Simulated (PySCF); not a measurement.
Simulation results for BH$_{9}$Si$_{3}$, CH$_{4}$BClSi, CH$_{8}$Si$_{3}$, H$_{9}$NSi$_{3}$ and others

All values are calculated (PySCF 2.14.0). Calculation on a computer-drawn molecule: the log of a Hartree-Fock and frozen-core CCSD(T) single point meant for a local Hartree-Fock minimum, with one planted fault or none, to be diagnosed. Offsets are logged minus clean, where the clean run is the same molecule without the fault. The reference is restricted for singlets and unrestricted otherwise, and also for a bond in bohr or an excited solution. Adding or removing an electron swaps singlet and doublet. The excited solution moves the top pair (singlet) or top alpha electron (doublet) to the lowest empty orbital. Highest occupied and lowest empty are orbital energies over both spins, largest force is the largest gradient component, triples share is (T) over the correlation energy, the T1 limit is 0.02 restricted and 0.045 unrestricted, electrons count all cores, a negative frequency is imaginary (commonest isotopes), and the dipole is about the centre of nuclear charge.

Common to all runs: meant multiplicity 1; meant basis cc-pV(D+d)Z; logged SCF converged yes; possible faults no fault, one electron removed, one electron added, multiplicity raised by two, geometry at a saddle point, SCF held on an excited solution, minimal basis STO-3G, one bond length entered in bohr, all coordinates scaled.

(1) 
```xyz
13
formula=BH9Si3 meant_charge=0 logged_electrons=56 logged_basis_functions=128 logged_spin_squared=2.0264 logged_highest_occupied=-7.6508 logged_lowest_empty=-1.7673 logged_largest_force=0.033491 logged_T1_diagnostic=0.017717 logged_D1_diagnostic=0.078482 logged_triples_share=0.028357 logged_CC_converged=yes logged_dipole_magnitude=0.88635 logged_SCF_stable_within_its_kind=yes logged_energy_HF=-896.5879 logged_energy_CCSD(T)=-897.07271 planted_fault=multiplicity_raised_by_two HF_energy_offset_from_clean_run=62.8 CCSD(T)_energy_offset_from_clean_run=65.53
Si    -2.2508     0.2357     1.8738
B     -0.2839    -0.2770     1.6858
Si     0.5979    -0.9206    -0.0307
Si     1.5706     0.9596    -1.1133
H     -2.4317     1.4327     2.7329
H     -2.9114     0.4951     0.5706
H     -2.9388    -0.9142     2.5205
H      0.4090    -0.1772     2.6629
H     -0.3749    -1.5358    -0.9712
H      1.6754    -1.9110     0.2289
H      2.6082     1.5725    -0.2483
H      2.1970     0.5460    -2.3916
H      0.5358     1.9836    -1.3995
```

Units: logged_highest_occupied, logged_lowest_empty in eV; logged_largest_force in hartree/bohr; logged_dipole_magnitude in debye; logged_energy_HF, logged_energy_CCSD(T) in hartree; HF_energy_offset_from_clean_run, CCSD(T)_energy_offset_from_clean_run in kcal/mol.

Drawn bonds:
| atom | other atom | order |
| --- | --- | --- |
| 1 | 2 | 1 |
| 2 | 3 | 1 |
| 3 | 4 | 1 |
| 1 | 5 | 1 |
| 1 | 6 | 1 |
| 1 | 7 | 1 |
| 2 | 8 | 1 |
| 3 | 9 | 1 |
| 3 | 10 | 1 |
| 4 | 11 | 1 |
| 4 | 12 | 1 |
| 4 | 13 | 1 |

(2) 
```xyz
8
formula=CH4BClSi meant_charge=0 logged_electrons=46 logged_basis_functions=94 logged_spin_squared=0.7655 logged_highest_occupied=-8.9557 logged_lowest_empty=0.67676 logged_largest_force=0.017197 logged_T1_diagnostic=0.052787 logged_D1_diagnostic=0.2542 logged_triples_share=0.040908 logged_CC_converged=yes logged_dipole_magnitude=1.3632 logged_SCF_stable_within_its_kind=yes logged_energy_HF=-813.18839 logged_energy_CCSD(T)=-813.6979 planted_fault=one_bond_length_entered_in_bohr,row_7_of_the_drawn_bonds HF_energy_offset_from_clean_run=81.91 CCSD(T)_energy_offset_from_clean_run=84.87
Si     0.4766     0.9051     1.6081
C     -0.4485     2.4252     1.0882
B     -0.4809     2.8287    -0.2295
Cl    -0.4933     3.2869    -1.8626
H     -0.4216    -0.0943     2.2362
H      1.1069     0.2860     0.4157
H      1.5417     1.2218     2.5906
H     -1.4402     3.5204     2.5148
```

Units: logged_highest_occupied, logged_lowest_empty in eV; logged_largest_force in hartree/bohr; logged_dipole_magnitude in debye; logged_energy_HF, logged_energy_CCSD(T) in hartree; HF_energy_offset_from_clean_run, CCSD(T)_energy_offset_from_clean_run in kcal/mol.

Drawn bonds:
| atom | other atom | order |
| --- | --- | --- |
| 1 | 2 | 1 |
| 2 | 3 | 2 |
| 3 | 4 | 1 |
| 1 | 5 | 1 |
| 1 | 6 | 1 |
| 1 | 7 | 1 |
| 2 | 8 | 1 |

Notes: T1 above single-reference limit.

(3) 
```xyz
12
formula=CH8Si3 meant_charge=0 logged_electrons=56 logged_basis_functions=123 logged_spin_squared=0 logged_highest_occupied=-8.5276 logged_lowest_empty=1.3049 logged_largest_force=0.019731 logged_T1_diagnostic=0.01522 logged_D1_diagnostic=0.050567 logged_triples_share=0.035122 logged_CC_converged=yes logged_dipole_magnitude=1.8462 logged_SCF_stable_within_its_kind=yes logged_energy_HF=-909.27012 logged_energy_CCSD(T)=-909.80649 planted_fault=all_coordinates_scaled,by_+3.2_% HF_energy_offset_from_clean_run=6.731 CCSD(T)_energy_offset_from_clean_run=3.51
Si    -0.0389    -0.1086     0.8331
C     -1.3554     0.8166    -0.2003
Si    -1.1904     1.3226    -1.8757
Si     0.7812     0.9525    -3.2639
H      1.2099    -0.3449    -0.0247
H     -0.5451    -1.4700     1.3207
H      0.3796     0.6877     2.0734
H     -2.3263     1.0588     0.3115
H     -2.3372     2.0553    -2.5672
H      0.5017     1.5543    -4.6416
H      1.9990     1.6384    -2.6511
H      1.0545    -0.5416    -3.4119
```

Units: logged_highest_occupied, logged_lowest_empty in eV; logged_largest_force in hartree/bohr; logged_dipole_magnitude in debye; logged_energy_HF, logged_energy_CCSD(T) in hartree; HF_energy_offset_from_clean_run, CCSD(T)_energy_offset_from_clean_run in kcal/mol.

Drawn bonds:
| atom | other atom | order |
| --- | --- | --- |
| 1 | 2 | 1 |
| 2 | 3 | 2 |
| 3 | 4 | 1 |
| 1 | 5 | 1 |
| 1 | 6 | 1 |
| 1 | 7 | 1 |
| 2 | 8 | 1 |
| 3 | 9 | 1 |
| 4 | 10 | 1 |
| 4 | 11 | 1 |
| 4 | 12 | 1 |

(4) 
```xyz
13
formula=H9NSi3 meant_charge=0 logged_electrons=58 logged_basis_functions=128 logged_spin_squared=0 logged_highest_occupied=-2.6847 logged_lowest_empty=-4.8004 logged_largest_force=0.053651 logged_CC_converged=no logged_dipole_magnitude=1.6223 logged_SCF_stable_within_its_kind=no logged_energy_HF=-925.94189 planted_fault=SCF_held_on_an_excited_solution HF_energy_offset_from_clean_run=374.5
Si    -0.8175    -2.5671     1.7128
N      0.0370    -1.3859     2.6461
Si     0.4767     0.2730     2.3603
Si     0.2391     0.9300     0.0994
H     -0.9045    -2.0750     0.3214
H     -0.1026    -3.8643     1.7374
H     -2.1913    -2.8093     2.2153
H      0.2649    -1.6962     3.5778
H     -0.3326     1.2003     3.1943
H      1.8909     0.4807     2.7640
H     -1.1758     0.8873    -0.3415
H      1.0491     0.0786    -0.8044
H      0.7226     2.3298    -0.0073
```

Units: logged_highest_occupied, logged_lowest_empty in eV; logged_largest_force in hartree/bohr; logged_dipole_magnitude in debye; logged_energy_HF in hartree; HF_energy_offset_from_clean_run in kcal/mol.

Drawn bonds:
| atom | other atom | order |
| --- | --- | --- |
| 1 | 2 | 1 |
| 2 | 3 | 1 |
| 3 | 4 | 1 |
| 1 | 5 | 1 |
| 1 | 6 | 1 |
| 1 | 7 | 1 |
| 2 | 8 | 1 |
| 3 | 9 | 1 |
| 3 | 10 | 1 |
| 4 | 11 | 1 |
| 4 | 12 | 1 |
| 4 | 13 | 1 |

Notes: CCSD not converged.

(5) 
```xyz
7
formula=BClH3OSi meant_charge=1 logged_electrons=46 logged_basis_functions=89 logged_spin_squared=0 logged_highest_occupied=-18.391 logged_lowest_empty=-2.0525 logged_largest_force=2.07e-05 logged_lowest_frequency=77.767 logged_T1_diagnostic=0.01468 logged_D1_diagnostic=0.042364 logged_triples_share=0.027332 logged_CC_converged=yes logged_dipole_magnitude=0.96332 logged_SCF_stable_within_its_kind=yes logged_energy_HF=-849.59341 logged_energy_CCSD(T)=-850.1258 planted_fault=no_fault HF_energy_offset_from_clean_run=0 CCSD(T)_energy_offset_from_clean_run=0
Si    -0.2497     0.9823     1.6826
O     -0.4648     0.6843    -0.0857
B     -0.6104     0.4827    -1.2817
Cl    -0.8059     0.2120    -2.8888
H     -1.6203     1.2294     2.1220
H      0.3438    -0.2724     2.1363
H      0.6373     2.1423     1.6936
```

Units: logged_highest_occupied, logged_lowest_empty in eV; logged_largest_force in hartree/bohr; logged_lowest_frequency in cm⁻¹; logged_dipole_magnitude in debye; logged_energy_HF, logged_energy_CCSD(T) in hartree; HF_energy_offset_from_clean_run, CCSD(T)_energy_offset_from_clean_run in kcal/mol.

Drawn bonds:
| atom | other atom | order |
| --- | --- | --- |
| 1 | 2 | 1 |
| 2 | 3 | 1 |
| 3 | 4 | 1 |
| 1 | 5 | 1 |
| 1 | 6 | 1 |
| 1 | 7 | 1 |

(6) 
```xyz
5
formula=BClHNSi meant_charge=0 logged_electrons=44 logged_basis_functions=79 logged_spin_squared=1.5279 logged_highest_occupied=-8.9179 logged_lowest_empty=0.80823 logged_largest_force=0.029465 logged_T1_diagnostic=0.091925 logged_D1_diagnostic=0.3596 logged_triples_share=0.050056 logged_CC_converged=yes logged_dipole_magnitude=0.87151 logged_SCF_stable_within_its_kind=yes logged_energy_HF=-827.9443 logged_energy_CCSD(T)=-828.44477 planted_fault=one_bond_length_entered_in_bohr,row_2_of_the_drawn_bonds HF_energy_offset_from_clean_run=154.9 CCSD(T)_energy_offset_from_clean_run=155.9
Si    -0.4771    -0.0864     1.1080
N      0.7327    -1.2780     1.3484
B      2.5285    -2.7016     1.9031
Cl     3.8180    -3.7346     2.2951
H     -1.2819    -0.8235     0.0454
```

Units: logged_highest_occupied, logged_lowest_empty in eV; logged_largest_force in hartree/bohr; logged_dipole_magnitude in debye; logged_energy_HF, logged_energy_CCSD(T) in hartree; HF_energy_offset_from_clean_run, CCSD(T)_energy_offset_from_clean_run in kcal/mol.

Drawn bonds:
| atom | other atom | order |
| --- | --- | --- |
| 1 | 2 | 1 |
| 2 | 3 | 2 |
| 3 | 4 | 1 |
| 1 | 5 | 1 |

Notes: T1 above single-reference limit.

(7) 
```xyz
6
formula=H3NSi2 meant_charge=0 logged_electrons=38 logged_basis_functions=75 logged_spin_squared=2.0135 logged_highest_occupied=-6.3695 logged_lowest_empty=0.59576 logged_largest_force=0.027079 logged_T1_diagnostic=0.022995 logged_D1_diagnostic=0.081771 logged_triples_share=0.035328 logged_CC_converged=yes logged_dipole_magnitude=3.1486 logged_SCF_stable_within_its_kind=yes logged_energy_HF=-633.9632 logged_energy_CCSD(T)=-634.33184 planted_fault=multiplicity_raised_by_two HF_energy_offset_from_clean_run=31.28 CCSD(T)_energy_offset_from_clean_run=47.95
Si     1.5479     1.1102     0.0169
N      0.2892     0.0170     0.2576
Si    -0.9585    -0.8634     0.5937
H      2.4115     0.2585    -0.9143
H     -1.0235    -1.7875     1.7359
H     -2.1974    -0.8626    -0.1985
```

Units: logged_highest_occupied, logged_lowest_empty in eV; logged_largest_force in hartree/bohr; logged_dipole_magnitude in debye; logged_energy_HF, logged_energy_CCSD(T) in hartree; HF_energy_offset_from_clean_run, CCSD(T)_energy_offset_from_clean_run in kcal/mol.

Drawn bonds:
| atom | other atom | order |
| --- | --- | --- |
| 1 | 2 | 1 |
| 2 | 3 | 2 |
| 1 | 4 | 1 |
| 3 | 5 | 1 |
| 3 | 6 | 1 |

(8) 
```xyz
6
formula=H3NSi2 meant_charge=0 logged_electrons=38 logged_basis_functions=75 logged_spin_squared=0 logged_highest_occupied=-2.9869 logged_lowest_empty=-3.88 logged_largest_force=0.26301 logged_CC_converged=no logged_dipole_magnitude=9.7516 logged_SCF_stable_within_its_kind=no logged_energy_HF=-633.61934 planted_fault=SCF_held_on_an_excited_solution HF_energy_offset_from_clean_run=247.1
Si     1.5479     1.1102     0.0169
N      0.2892     0.0170     0.2576
Si    -0.9585    -0.8634     0.5937
H      2.4115     0.2585    -0.9143
H     -1.0235    -1.7875     1.7359
H     -2.1974    -0.8626    -0.1985
```

Units: logged_highest_occupied, logged_lowest_empty in eV; logged_largest_force in hartree/bohr; logged_dipole_magnitude in debye; logged_energy_HF in hartree; HF_energy_offset_from_clean_run in kcal/mol.

Drawn bonds:
| atom | other atom | order |
| --- | --- | --- |
| 1 | 2 | 1 |
| 2 | 3 | 2 |
| 1 | 4 | 1 |
| 3 | 5 | 1 |
| 3 | 6 | 1 |

Notes: CCSD not converged.

(9) 
```xyz
6
formula=BClH2OSi meant_charge=0 logged_electrons=46 logged_basis_functions=84 logged_spin_squared=2.0064 logged_highest_occupied=-8.0822 logged_lowest_empty=-0.19567 logged_largest_force=0.027941 logged_T1_diagnostic=0.018422 logged_D1_diagnostic=0.075348 logged_triples_share=0.026663 logged_CC_converged=yes logged_dipole_magnitude=2.2931 logged_SCF_stable_within_its_kind=yes logged_energy_HF=-849.1909 logged_energy_CCSD(T)=-849.70132 planted_fault=multiplicity_raised_by_two HF_energy_offset_from_clean_run=28.31 CCSD(T)_energy_offset_from_clean_run=44.37
Si    -0.1490     0.4320     2.3448
O     -0.1402    -0.8661     1.3016
B     -0.5542    -1.7641     0.4138
Cl    -2.1590    -2.5175     0.5986
H      0.6450    -0.2397     3.4519
H      0.1170    -2.0972    -0.5120
```

Units: logged_highest_occupied, logged_lowest_empty in eV; logged_largest_force in hartree/bohr; logged_dipole_magnitude in debye; logged_energy_HF, logged_energy_CCSD(T) in hartree; HF_energy_offset_from_clean_run, CCSD(T)_energy_offset_from_clean_run in kcal/mol.

Drawn bonds:
| atom | other atom | order |
| --- | --- | --- |
| 1 | 2 | 1 |
| 2 | 3 | 1 |
| 3 | 4 | 1 |
| 1 | 5 | 1 |
| 3 | 6 | 1 |
